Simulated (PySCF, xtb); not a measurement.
C4H4F2, SMILES F/C=C\C=C/F.

GFN2-xTB run with xtb at its own geometry gives an orbital gap of 3.56 eV and a dipole moment of 0.00 D.

Geometry: PBE0-D3(BJ)/def2-SVP. Other conformers were not sampled.

Question: What does r2SCAN/def2-TZVP (PySCF) give? (An estimate is asked for; the answer gives what the named calculation found.)

Answer: gap 4.14 eV (levels -5.74 and -1.60 eV), dipole 0.00 D.
